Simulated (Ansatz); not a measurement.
Species: C4H12GeO4, SMILES `C[O][Ge]([O]C)([O]C)[O]C` (charge 0, multiplicity 1).

**Question.** Give a relaxed geometry from PBE0-D4/def2-SVP run with Ansatz (an electronic-structure program).

**Answer.** This is not unique; one that fits is the end point of this relaxation, one of several conformers (outside a Z-matrix the atoms follow the SMILES, hydrogens last).
Bond lengths (Å): C1–O2 1.408, C1–H10 1.105, C1–H11 1.101, C1–H12 1.103, O2–Ge3 1.753, Ge3–O4 1.753, Ge3–O6 1.753, Ge3–O8 1.753, O4–C5 1.408, C5–H13 1.101, C5–H14 1.103, C5–H15 1.105, O6–C7 1.408, C7–H16 1.103, C7–H17 1.105, C7–H18 1.101, O8–C9 1.408, C9–H19 1.105, C9–H20 1.103, C9–H21 1.101. Bond angles (°): O2–C1–H10 111.7, O2–C1–H11 108.1, O2–C1–H12 112.1, H10–C1–H11 108.0, H10–C1–H12 108.3, H11–C1–H12 108.4, C1–O2–Ge3 121.5, O2–Ge3–O4 106.5, O2–Ge3–O6 106.5, O2–Ge3–O8 115.5, O4–Ge3–O6 115.5, O4–Ge3–O8 106.5, O6–Ge3–O8 106.5, Ge3–O4–C5 121.5, O4–C5–H13 108.1, O4–C5–H14 112.1, O4–C5–H15 111.7, H13–C5–H14 108.4, H13–C5–H15 108.0, H14–C5–H15 108.3, Ge3–O6–C7 121.5, O6–C7–H16 112.1, O6–C7–H17 111.7, O6–C7–H18 108.1, H16–C7–H17 108.3, H16–C7–H18 108.4, H17–C7–H18 108.0, Ge3–O8–C9 121.5, O8–C9–H19 111.7, O8–C9–H20 112.1, O8–C9–H21 108.1, H19–C9–H20 108.3, H19–C9–H21 108.0, H20–C9–H21 108.4.
